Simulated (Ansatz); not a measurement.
Born–Oppenheimer molecular dynamics of Ge2H8O3S (14 atoms, charge 0, multiplicity 1). It starts at the highest image of a converged band. Of that band: Neighbouring images differ by up to 1.9 eV, so the band resolves the path poorly. A vibrational analysis at the climbing image gives one clearly imaginary mode, 912i cm⁻¹: a first-order saddle point.

These are results of Ansatz, RKS PBE/def2-SVP, not measurements.

```
ensemble                      : NVE (velocity Verlet)
time step                     : 0.5 fs
steps asked                   : 200
starting velocities drawn for : 300 K
seed                          : 6878
```

First frame:

```xyz
14
Properties=species:S:1:pos:R:3
Ge 0.305 0.367 0.092
Ge -0.055 -0.025 2.897
H -1.494 -0.617 2.791
H 0.941 -1.191 3.139
H -0.057 0.876 4.171
O 1.897 -0.015 -0.642
H 1.901 -0.983 -0.795
O -1.047 1.170 -0.780
H -1.620 0.455 -1.128
O -0.264 -1.378 0.121
H -1.072 -1.503 0.655
S 1.129 2.599 0.730
H 2.387 2.087 0.852
H 0.557 1.390 1.827
```

(1) How far do the bonds stretch over the last three quarters of this one trajectory? (Pairs bonded in most of those frames.)

## Answers

(1) 
| bond | mean (Å) | spread (Å) | shortest | longest |
| --- | --- | --- | --- | --- |
| Ge1–Ge2 | 2.446 | 0.162 | 2.27 | 2.77 |
| Ge1–O6 | 1.824 | 0.021 | 1.79 | 1.86 |
| Ge1–O8 | 1.822 | 0.046 | 1.74 | 1.88 |
| Ge1–O10 | 1.824 | 0.028 | 1.78 | 1.86 |
| Ge2–H3 | 1.561 | 0.017 | 1.53 | 1.60 |
| Ge2–H4 | 1.555 | 0.019 | 1.52 | 1.59 |
| Ge2–H5 | 1.552 | 0.013 | 1.53 | 1.58 |
| O6–H7 | 0.979 | 0.003 | 0.97 | 0.98 |
| O8–H9 | 0.983 | 0.019 | 0.95 | 1.01 |
| O10–H11 | 0.976 | 0.015 | 0.95 | 1.00 |
| S12–H13 | 1.364 | 0.031 | 1.32 | 1.42 |
| S12–H14 | 1.376 | 0.061 | 1.28 | 1.47 |

Pairs bonded in part of these frames only: Ge1–S12 21 %.

Mean temperature of the second half: 1015 K. The conserved energy stayed within 0.13 meV per atom of its start (net change 0.0094 meV per atom), so the integration is sound. The kinetic energy rose, since the run started high on the potential surface and went downhill. It ends in pieces (Ge2H6O3 + H2S), so much of that is their flight and rotation, not heat. A run of 0.1 ps of so small a system gives no equilibrium averages. The orbitals stay closed-shell, which can raise the energy where a bond breaks towards radicals; this wasn't checked here.

The run took 4.8 min on 4 threads of Intel(R) Xeon(R) Platinum 8488C (Sapphire Rapids), with other jobs on the host, peak memory 0.3 GiB.
